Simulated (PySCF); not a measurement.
Solvent effects on NMR parameters

Geometry (Å), atoms numbered from 1 in this order:
```xyz
17

C    -2.9735   -0.6035    0.0580
C    -2.1689    0.6599   -0.1681
O    -0.8591    0.5593    0.3386
Si    0.4253   -0.1683   -0.4426
Si    2.3422    0.3409    0.7970
N     3.7000   -0.2664   -0.1070
H    -4.0087   -0.4725   -0.2932
H    -2.5383   -1.4584   -0.4828
H    -2.9996   -0.8550    1.1288
H    -2.6500    1.5095    0.3448
H    -2.1495    0.9104   -1.2475
H     0.2414   -1.6526   -0.5632
H     0.5257    0.3602   -1.8478
H     2.3458    1.8148    1.1008
H     2.3267   -0.3688    2.1131
H     4.6035   -0.3315    0.3503
H     3.8193    0.0362   -1.0679
```

GIAO PBE0/pcSseg-1 in PySCF on one PBE0-D3(BJ)/def2-SVP conformer, non-relativistic, equivalent nuclei averaged. Solvents enter as an IEF-PCM continuum (cyclohexane with ε = 2.0, chloroform with ε = 4.7) around the gas-phase geometry. Shifts are referred to TMS computed in the same medium.

Gas phase, δ in ppm: C2 65.8, C1 18.1, Si4 -27.6, Si5 -51.1, H12/H13 5.06, H14/H15 4.87, H10/H11 3.68, H7/H8/H9 1.22, H16/H17 -0.42. Dipole moment 1.17 D.

Question: How does each δ change in the continuum?

Answer: 
```
   atoms                            environment  Δδ, cyclohexane  Δδ, chloroform
      C2                    sp3 CH2 bonded to O             +0.4            +0.8
      C1                          methyl carbon             +0.2            +0.3
     Si4           silicon bonded to O, Si, 2 H             +0.4            +0.7
     Si5           silicon bonded to N, Si, 2 H             -0.3            -0.7
 H12/H13  hydrogen on a silicon bonded to O, Si            -0.02           -0.04
 H14/H15  hydrogen on a silicon bonded to N, Si            -0.04           -0.08
 H10/H11     hydrogen on an sp3 CH2 bonded to O            +0.03           +0.06
H7/H8/H9            hydrogen on a methyl carbon            +0.01           +0.02
 H16/H17    hydrogen on a nitrogen bonded to Si            +0.21           +0.38
```

Changes are relative to the gas phase. The dipole moment becomes 1.31 D in cyclohexane, 1.46 D in chloroform.

Question: Which nuclei move most (in ppm), and what does the model miss?

Answer: C2 (sp3 CH2 bonded to O, +0.8 ppm) and Si4 (silicon bonded to O, Si, 2 H, +0.7 ppm) and Si5 (silicon bonded to N, Si, 2 H, -0.7 ppm) in chloroform. A continuum only polarises the solute; specific hydrogen bonds, the anisotropy of aromatic solvents and changes of geometry or conformer are outside it.
